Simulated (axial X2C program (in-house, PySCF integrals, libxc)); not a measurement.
**Nuclear properties of SnC⁺**

Calculated with an axial X2C code built on PySCF integrals: two-component X2C with atomic mean-field Coulomb and Gaunt terms, Gaussian nuclei, basis Sn dyall-cv3z, C dyall-v3z with contracted cores.

R = 2.113 Å (near the PBE0 minimum at charge 1 of the determinant lowest at the starting distance; the state shown can have its own minimum elsewhere).

Input and command:
```json
{"zs": [50, 6], "q": 1, "bas": ["dyall-cv3z", "dyall-v3z"], "r0": 1.97, "levels": ["PBE0", "HF", "r2SCAN", "LDA", "TPSSh"], "nst": 3}
```
```bash
python soeom.py task.json out
```

Keys: zs atomic numbers; q charge; bas basis sets; r0 starting distance in Å; levels methods; nst determinants followed.

Determinant lowest in the PBE0 search, Ω = 3/2 (⟨Sz⟩ = 1.49, ⟨Lz⟩ = 0.01 at PBE0), spin on the atoms Sn 0.35, C 1.14:

| level | Eeff magnitude (GV/cm) | Ws magnitude Sn (kHz) | A∥/gI Sn (MHz) | qzz Sn (a.u.) | A∥/gI C (MHz) | qzz C (a.u.) |
| --- | --- | --- | --- | --- | --- | --- |
| PBE0 | 3.59 | 1.57 | -160 | -5.35 | 75.9 | -0.05 |
| HF | 2.29 | 1.04 | -156 | -7.50 | 147 | 0.03 |
| r2SCAN | 2.96 | 1.33 | -199 | -5.30 | 91.9 | -0.07 |
| LDA | 4.15 | 1.78 | -86.1 | -4.67 | 78.5 | -0.10 |
| TPSSh | 3.33 | 1.47 | -133 | -5.16 | 91.3 | -0.06 |

Determinant 1.20 eV from it at PBE0 and this distance, Ω = 1/2 (⟨Sz⟩ = 0.49, ⟨Lz⟩ = 0.01 at PBE0), spin on the atoms Sn 0.08, C 0.41:

```
 level  Eeff magnitude (GV/cm)  Ws magnitude Sn (kHz)  A∥/gI Sn (MHz)  qzz Sn (a.u.)  A∥/gI C (MHz)  qzz C (a.u.)
  PBE0                     5.7                   6.84             338          -3.64            201         -0.25
    HF                    6.32                   7.43            1100          -2.55           67.4         -0.42
r2SCAN                    6.62                   7.97             510          -3.09            185         -0.32
   LDA                    5.87                      7             825          -3.19            210         -0.29
 TPSSh                    6.31                   7.53             348          -3.20            219         -0.30
```

Eeff is the effective electric field on the electron electric dipole moment in this Ω state and Ws the scalar–pseudoscalar constant of the nucleus named (defined with the proton number Z and per Ω); A∥ (defined per Ω) follows by multiplying with gI = μI/(I μN); qzz is the electric field gradient, eQq0 = 234.96 MHz × Q/barn × qzz. The operators were transformed with the bare-nucleus X2C matrices; with these basis sets, hyperfine constants and field gradients can be off by tens of per cent, and where levels differ in sign neither size nor sign is settled.

(1) With gI(13C) = 1.4048 (g factors from the IAEA table of nuclear moments by Stone), turn the PBE0 values of the first state into constants in MHz.

Each state is one determinant with collinear spin, which with several unpaired electrons need not be a pure state. Unrestricted Hartree–Fock can overshoot spin polarisation at the nuclei. This is the top spin component of a Σ state; components of lower Ω are not single determinants and can lie lower. With several open shells hyperfine constants can be off by a factor of several. The search compared states at one distance, so a state with another bond length can lie lower. Further determinants of the search, some of them spin-mixed, are not shown. Where a field gradient or hyperfine factor spreads by more than a factor of two over the levels, a constant derived from it is not to be relied on. PBE0 term energies can be off by some tenths of an eV.

## Answers

(1) A∥(13C) = 75.9 × 1.4048 = 107 MHz.
